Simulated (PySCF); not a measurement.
Radial density of F (fluorine, neutral)

TPSSh, [He] 2s1 2p6, 2S determinant (an excited configuration). All numbers are calculated (PySCF 2.14, the non-relativistic Hamiltonian (point nucleus), in aug-cc-pVQZ).

| r (bohr) | 4πr²ρ (e/bohr) | 4πr²(ρα − ρβ) |
| --- | --- | --- |
| 0.00279 | 0.04073 | 0.0012 |
| 0.00469 | 0.1112 | 0.0032 |
| 0.00790 | 0.2972 | 0.0085 |
| 0.0133 | 0.7629 | 0.0218 |
| 0.0223 | 1.836 | 0.0520 |
| 0.0376 | 3.956 | 0.1097 |
| 0.0632 | 7.109 | 0.1859 |
| 0.106 | 9.496 | 0.2053 |
| 0.179 | 8.061 | 0.0781 |
| 0.301 | 4.728 | 0.0972 |
| 0.506 | 5.191 | 0.7928 |
| 0.851 | 5.741 | 1.1355 |
| 1.43 | 2.776 | 0.3656 |
| 2.41 | 0.4815 | -0.0117 |
| 4.05 | 0.02414 | -0.0050 |
| 6.81 | 0.0001908 | -0.0001 |

(1) Where is the radial spin density 4πr²(ρα − ρβ) most negative, and why is it negative at all?

Answers

(1) Around r = 2.41 bohr, down to -0.0117 e/bohr: exchange with the open shell polarises the paired shells in an unrestricted calculation.
